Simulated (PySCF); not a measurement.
## UHF on Ca²⁺ (calcium, charge +2)

Configuration: [Ar], closed-shell 1S. All numbers are calculated (PySCF 2.14, the spin-free X2C one-electron Hamiltonian (Gaussian nucleus), in aug-cc-pVDZ-X2C).

| Item | Value |
| --- | --- |
| Total energy | -679.023031 hartree |
| One-electron energy | -919.5946 hartree |
| Hartree (Coulomb) energy | 275.7673 hartree |
| Exchange energy | -35.1957 hartree |
| ⟨S²⟩ | 0.0000 |
| ⟨L²⟩ | 0.000 |
| Sum of ⟨r⟩ | 12.73 bohr |
| Sum of ⟨r²⟩ | 15.40 bohr² |
| Langevin diamagnetic susceptibility | -12.2 ×10⁻⁶ cm³/mol |
| Time after the integrals | 0.04 s of wall time on 1 thread of Intel(R) Xeon(R) 6975P-C (shared host) |

```json
{"shell": "1s", "electrons": "2", "mean orbital energy (hartree)": "-150.67746", "rms radius, mean of both spins (bohr)": "0.0888"}
{"shell": "2s", "electrons": "2", "mean orbital energy (hartree)": "-17.52022", "rms radius, mean of both spins (bohr)": "0.393"}
{"shell": "2p", "electrons": "6", "mean orbital energy (hartree)": "-14.19658", "rms radius, mean of both spins (bohr)": "0.362"}
{"shell": "3s", "electrons": "2", "mean orbital energy (hartree)": "-2.79967", "rms radius, mean of both spins (bohr)": "1.24"}
{"shell": "3p", "electrons": "6", "mean orbital energy (hartree)": "-1.87955", "rms radius, mean of both spins (bohr)": "1.37"}
```

Densities and radii are taken from the X2C orbitals without a picture-change correction, which distorts them close to the nucleus.
